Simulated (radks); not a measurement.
Species: Hg2+. Configuration: [Kr] 4d10 4f14 5s2 5p5 5d10 6p1 (not the ground configuration). Calculated with a radial shooting solver on a logarithmic mesh with Libxc functionals: Dirac Kohn-Sham, PBE, spin-unpolarised, spherical densities, finite nucleus; open shells are shared between the two j in proportion to 2j + 1; Fermi nuclear charge, rms radius 5.4648 fm.

X-ray form factor f0, the Fourier transform of the density (f0(0) = 78):

sin(theta)/lambda (1/angstrom),f0 (electrons)
0.05,77.139
0.1,74.798
0.15,71.511
0.2,67.774
0.25,63.923
0.3,60.159
0.4,53.314
0.5,47.575
0.6,42.802
0.8,35.172
1,29.119
1.25,23.307
1.5,19.309
2,14.958
